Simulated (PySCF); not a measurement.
CH₃BrClIn, SMILES [CH3][In]([Cl])[Br].

Geometry: PBE-D3(BJ)/def2-SVP. The structure was generated by enumeration; whether it is a known compound was not checked. The def2 effective core potentials stand for the cores of In; spin–orbit coupling is left out.

Two levels are set side by side: TDA-PBE/def2-SVPD (PySCF) and TDA-LC-ωPBE/def2-SVPD (PySCF). Vertical, same geometry. The lowest singlet is HOMO→LUMO 94 % with PBE and HOMO→LUMO 73 % with the other functional; states are paired by order. Differences are taken from unrounded values.

```json
[
 {"quantity": "lowest singlet excitation (eV)", "TDA-LC-ωPBE": "5.81", "TDA-PBE": "4.27", "TDA-PBE minus TDA-LC-ωPBE": "-1.54"},
 {"quantity": "lowest triplet excitation (TDA) (eV)", "TDA-LC-ωPBE": "5.04", "TDA-PBE": "3.90", "TDA-PBE minus TDA-LC-ωPBE": "-1.14"}
]
```

Functionals without exact exchange tend to place singlet excitations lower, as here. Differences between two approximate levels are no errors against the true value.

Rough cost on one machine, each run with all the roots and properties that it gave: TDA-LC-ωPBE against TDA-PBE about 3 times.
